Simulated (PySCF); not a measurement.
Input of a run (PBE0-D3(BJ)/def2-SVP geometry optimisation, gas phase (PySCF 2.14.0)), started from a GFN2-xTB structure with every atom displaced at random (by about 0.01 Å):
```
{"job": {"xc": "PBE0", "basis": "def2-SVP", "d3": "d3bj", "grid": 1, "shake": 0.01, "kind": "geom"}, "charge": 0, "multiplicity": 1}
B     -1.845270     0.052320    -0.005890
O     -0.597930     0.303720     0.015290
B      0.690790     0.526050     0.042420
N      1.645780    -0.543690     0.100110
H     -2.425090    -0.051360    -1.059040
H     -2.478430    -0.000770     1.000560
H      1.132300     1.629350     0.038480
H      2.624690    -0.432810     0.123430
H      1.310970    -1.499960     0.138160
```

Output (energies in Eh, forces in Eh/bohr):
```
step   0  E = -182.43612507  max force = 0.064579
step   1  E = -182.44154198  max force = 0.020509
step   2  E = -182.44088920  max force = 0.018781
step   3  E = -182.44313651  max force = 0.009112
step   4  E = -182.44393571  max force = 0.003402
step   5  E = -182.44408813  max force = 0.002685
step   6  E = -182.44425928  max force = 0.002403
step   7  E = -182.44433390  max force = 0.000712
step   8  E = -182.44434759  max force = 0.000740
step   9  E = -182.44436979  max force = 0.001059
step  10  E = -182.44440652  max force = 0.001682
step  11  E = -182.44447324  max force = 0.002186
step  12  E = -182.44496152  max force = 0.004914
step  13  E = -182.44510223  max force = 0.001994
step  14  E = -182.44519107  max force = 0.002432
step  15  E = -182.44529818  max force = 0.003272
step  16  E = -182.44549429  max force = 0.003579
step  17  E = -182.44551632  max force = 0.002054
step  18  E = -182.44560593  max force = 0.001790
step  19  E = -182.44568080  max force = 0.001980
step  20  E = -182.44575590  max force = 0.001689
step  21  E = -182.44583861  max force = 0.001480
step  22  E = -182.44592983  max force = 0.002142
step  23  E = -182.44615422  max force = 0.003312
step  24  E = -182.44645096  max force = 0.006747
step  25  E = -182.44677727  max force = 0.006627
step  26  E = -182.44722834  max force = 0.005638
step  27  E = -182.44736424  max force = 0.002108
step  28  E = -182.44741494  max force = 0.000708
step  29  E = -182.44742691  max force = 0.000858
step  30  E = -182.44743104  max force = 0.000753
step  31  E = -182.44742727  max force = 0.000407
step  32  E = -182.44742913  max force = 0.000085
optimisation converged
```

Task: Summarise the run.

Result: The energy falls by 0.308 eV over 33 energy and gradient evaluations, the largest force component goes from 0.0646 to 8.5e-05 Eh/bohr, and the atoms move by 0.758 Å rms after alignment. The bond that changes most is O2–B3 (boron-bound oxygen to three-coordinate boron), which lengthens by 0.081 Å. Bonds longer at the end by more than 0.005 Å: 6 of 8; shorter: 1. Among the angles that change most is B1–O2–B3, from 178.4° to 126.7°. The energy rose by more than 1e-6 Eh at steps 2 and 31. The first step brought 48 % of the lowering.

Task: What are the final bond lengths?

Result: B1–O2 1.349 Å, O2–B3 1.389 Å, B3–N4 1.391 Å, B1–H5 1.214 Å, B1–H6 1.211 Å, B3–H7 1.210 Å, N4–H8 1.009 Å, N4–H9 1.013 Å. Numbering counts from 1 in the input's order; the species is `O(B)BN` (B2H5NO).

The run used 81 basis functions and 211 SCF cycles in all.

No frequency check. The numbers are those of one conformer.

Shape of the structure used: `[BH2:1][O:2][BH:3][NH2:4]`: B1–O2–B3–N4 176°, H–N4–B3–O2 180°, H–N4–B3–O2 0°.
